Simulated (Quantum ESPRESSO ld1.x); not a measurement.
S VIII, configuration [He] 2s2 2p5.

All-electron calculation, scalar-relativistic Kohn-Sham, LDA (Slater exchange, Perdew-Zunger correlation), spin-polarised, spherical densities, point nucleus; open shells are filled with parallel spins first. Program: ld1.x of Quantum ESPRESSO 7.5.

Energy parts (eV):
part                     energy
total                 -10267.39
kinetic                10305.54
electron-nucleus      -23079.22
Hartree                 3053.07
exchange-correlation    -546.78

Orbitals (lengths in bohr, moments of r in powers of bohr):
1s up: occ. 1; eigenvalue (eV) -2569.05; <r^2> 0.01268
1s down: occ. 1; eigenvalue (eV) -2566.70; <r^2> 0.01266
2s up: occ. 1; eigenvalue (eV) -360.534; <r^2> 0.2536
2s down: occ. 1; eigenvalue (eV) -356.903; <r^2> 0.2556
2p up: occ. 3; eigenvalue (eV) -309.274; <r^2> 0.2163
2p down: occ. 2; eigenvalue (eV) -305.117; <r^2> 0.2190
3s up: occ. 0; eigenvalue (eV) -117.221; <r^2> 1.799
3s down: occ. 0; eigenvalue (eV) -116.551; <r^2> 1.817
3p up: occ. 0; eigenvalue (eV) -103.632; <r^2> 1.900
3p down: occ. 0; eigenvalue (eV) -102.933; <r^2> 1.924

The highest occupied level is 2p down at -305.12 eV. For comparison, the ionisation energy in NIST's Atomic Spectra Database is 328.79 eV (measured). In exact Kohn-Sham theory the highest level is minus the ionisation energy, but local and semilocal functionals leave it too shallow, through self-interaction and a potential that decays too fast; potentials with the right tail come closer.

Run on one thread of a shared host, so times are rough (Intel(R) Xeon(R) Processor @ 2.60GHz): 0.67 s of CPU time, 0.74 s wall, 30 iterations on 1923 mesh points.
